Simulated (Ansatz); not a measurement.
Gas-phase electronic energies from Ansatz, PBE0-D4/def2-TZVP geometries. CBS: MP2 limit from def2 TZ/QZ plus the TZ coupled-cluster correction, frozen cores. This one scheme is used for every species. DFT in def2-TZVPP. HSE06 is defined as in plane-wave codes. For Ge outer-core shells are correlated without core-valence functions, which leaves a few kJ/mol of doubt a bond. Scalar relativity is left out up to krypton. Each species was taken in one conformer, which may not be the lowest.

`C[O][GeH2][CH3]` + H₂ → `C[O][GeH3]` + CH₄  (hydrogenolysis of a Ge–C bond)

| level | ΔE (kJ/mol) | difference from CCSD(T)/CBS |
| --- | --- | --- |
| B97M-V | -40.0 | -13.6 |
| ωB97X-V | -31.8 | -5.4 |
| PBE | -33.6 | -7.2 |
| BLYP | -39.9 | -13.5 |
| r2SCAN | -31.0 | -4.6 |
| PBE0 | -35.3 | -8.9 |
| r2SCANh | -31.8 | -5.4 |
| r2SCAN0 | -33.0 | -6.6 |
| HSE06 | -35.2 | -8.8 |
| CAM-B3LYP | -40.0 | -13.6 |
| RPA@PBE/def2-TZVPP | -28.8 | -2.4 |
| MP2/def2-QZVPP | -21.9 | 4.5 |
| SCS-MP2/def2-QZVPP | -27.9 | -1.5 |
| HF/CBS(def2) | -51.1 | -24.7 |
| MP2/CBS(def2) | -20.9 | 5.5 |
| CCSD/CBS(def2) | -30.1 | -3.7 |
| CCSD(T)/CBS | -26.4 | 0 |

Largest T1 diagnostic among the species: 0.011.

In def2-TZVPP, CCSD(T) changes the Hartree–Fock value by +22.1 kJ/mol (the triples alone add +3.7 kJ/mol) and MP2 by +27.6 kJ/mol. At CCSD(T), def2-SVP lies −16.0 kJ/mol from the extrapolated value and def2-TZVPP −2.0 kJ/mol. Leaving LDA and LC-ωPBE aside and taking each functional with its dispersion term where it has one, the values, not all of them listed here, spread over 14.2 kJ/mol, from B97M-V to revPBE-D4. LDA lies +3.4 kJ/mol from PBE without D4.
